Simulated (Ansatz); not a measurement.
```yaml
atoms:
  - { symbol: C, position_ang: [0.0000, 0.0000, 0.0000] }
  - { symbol: O, position_ang: [1.0542, 0.0000, 0.6716] }
  - { symbol: O, position_ang: [-1.0542, 0.0000, 0.6716] }
  - { symbol: H, position_ang: [0.0000, 0.0000, -1.1000] }
```

Basis set: pcseg-2 (spherical functions). Charge 0, multiplicity 2.

Computed with Ansatz (development build ahead of 0.2.0); each method stands on the lowest determinant of its kind that the runs found. Restricted functionals stand beside restricted open-shell atoms, which can lie above the unrestricted atoms usual in DFT and then raise those values.

Question: Give the atomization energy at this shape (free ground-state atoms in the same class of orbitals less the molecule, no zero-point energy) of doublet CHO₂ by PBE (unrestricted), PBE0 (restricted open-shell).

Answer:

| method | atomization energy |
| --- | --- |
| PBE (unrestricted) | 17.92 eV |
| PBE0 (restricted open-shell) | 16.79 eV |

The shape needn't be a minimum at these levels.
